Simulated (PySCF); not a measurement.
Si(Cl)2(Me)(NH2) (CH5Cl2NSi), SMILES C[Si](N)(Cl)Cl.

Geometry optimised at TPSSh-D3(BJ)/def2-SVP. The structure was generated by enumeration, and PubChem lists no compound with its InChIKey, so it may never have been made. One conformer was computed; it need not be the lowest.

Method: TDDFT-PBE/def2-SVPD (PySCF 2.14.0).

Vertical excitations. The molecule is in vacuum.

```
state  energy (eV)  λ (nm)      f                                                               main pairs
-----  -----------  ------  -----  -----------------------------------------------------------------------
S1            6.11     203  0.024                                                           HOMO→LUMO 98 %
S2            6.48     191  0.005                                                         HOMO→LUMO+1 99 %
S3            6.94     179  0.037                                                         HOMO−1→LUMO 95 %
S4            7.08     175  0.066                                                         HOMO−2→LUMO 91 %
S5            7.17     173  0.019                                       HOMO→LUMO+3 48 %, HOMO→LUMO+2 45 %
S6            7.29     170  0.002                                                         HOMO−3→LUMO 84 %
S7            7.36     168  0.051  HOMO→LUMO+3 36 %, HOMO→LUMO+2 32 %, HOMO−3→LUMO 14 %, HOMO−1→LUMO+1 8 %
S8            7.45     166  0.020                                   HOMO−1→LUMO+1 64 %, HOMO−2→LUMO+1 23 %
S9            7.57     164  0.022                 HOMO−2→LUMO+1 50 %, HOMO−4→LUMO 30 %, HOMO−1→LUMO+1 13 %
S10           7.64     162  0.057                   HOMO−4→LUMO 57 %, HOMO−2→LUMO+1 18 %, HOMO→LUMO+4 14 %
T1            5.86     212      0                                                           HOMO→LUMO 99 %
T2            6.33     196      0                                                         HOMO→LUMO+1 99 %
T3            6.74     184      0                                                         HOMO−1→LUMO 94 %
T4            6.83     182      0                                                         HOMO→LUMO+2 94 %
```
Triplets are in the Tamm–Dancoff approximation, which puts them higher than full response would, so one can lie above its singlet here.
